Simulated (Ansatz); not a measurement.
`ClC1=CO[SiH2]1` and `C1=C[SiH2]O1` differ in one atom or group.

Ansatz, PBE0-D4/def2-TZVP geometries, multiplicity 1. 

```json
{"property": "HOMO–LUMO gap (B3LYP/def2-TZVPP) / eV", "`ClC1=CO[SiH2]1`": "5.73"}
{"property": "size of the dipole moment (PBE/def2-TZVPP) / D", "`ClC1=CO[SiH2]1`": "0.69"}
{"property": "HOMO energy (ωB97M-V/def2-TZVPP) / eV", "`ClC1=CO[SiH2]1`": "-8.99"}
{"property": "size of the dipole moment (B3LYP/def2-TZVPP) / D", "`ClC1=CO[SiH2]1`": "0.71"}
{"property": "HOMO energy (PBE0/def2-TZVPP) / eV", "`ClC1=CO[SiH2]1`": "-6.81"}
{"property": "LUMO energy (PBE/def2-TZVPP) / eV", "`ClC1=CO[SiH2]1`": "-1.51"}
```

**Question.** Give the same properties after the change, and the shifts. (Best estimate.)

**Answer.** The calculation gave: 
| property | `C1=C[SiH2]O1` | shift |
| --- | --- | --- |
| HOMO–LUMO gap (B3LYP/def2-TZVPP) / eV | 6.31 | 0.58 |
| size of the dipole moment (PBE/def2-TZVPP) / D | 1.01 | 0.32 |
| HOMO energy (ωB97M-V/def2-TZVPP) / eV | -9.29 | -0.30 |
| size of the dipole moment (B3LYP/def2-TZVPP) / D | 1.15 | 0.44 |
| HOMO energy (PBE0/def2-TZVPP) / eV | -7.03 | -0.22 |
| LUMO energy (PBE/def2-TZVPP) / eV | -1.15 | 0.36 |

With PBE0 the HOMO falls by 0.22 eV and the LUMO rises by 0.36 eV, so the gap widens by about 0.58 eV. PBE moves the HOMO by -0.22 eV and ωB97M-V by -0.30 eV. Dipoles are sizes alone; their direction can turn.

B3LYP here is the variant with VWN-RPA as its local correlation; programs differ in this.
